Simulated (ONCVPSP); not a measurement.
# Transferability test, ONCV potential for N

nitrogen (N), optimised norm-conserving Vanderbilt (ONCV), made with ONCVPSP 4.0.1 (PBE, scalar-relativistic). Core [He], reference 2s1.75 2p3.25. Waves: 2s: rc 0.85 bohr, ncon 4, nbas 7, qcut 9 1/bohr, 2 projectors, debl 0.6 Ha; 2p: rc 1.95 bohr, ncon 4, nbas 8, qcut 8.5 1/bohr, 2 projectors, debl 1.4 Ha. Local part: polynomial inside 0.55 bohr (lpopt 3, dvloc0 -1 Ha). Core correction: Teter function, fcfact 5.25, rcfact 1.15.

In the s channel the program set the typed energies aside and used -0.687, 0.250 Ha.

Energies are relative to the spin-unpolarised reference configuration 2s1.75 2p3.25; without spin polarisation the order of configurations can differ from experiment.

```csv
valence configuration,charge,ΔE all-electron (eV),error AE − PS (meV)
2s2 2p2,+1,10.717,+51
2s2 2p1,+2,39.571,+343
```

**Question.** What are ΔE and the potential's error for 2s1 2p4?

**Answer.** ΔE = 8.633 eV all-electron; the error (AE − PS) is -0.2 meV.

**Question.** What are ΔE and the potential's error for 2s2 2p3?

**Answer.** ΔE = -2.874 eV all-electron; the error (AE − PS) is 0.0 meV.
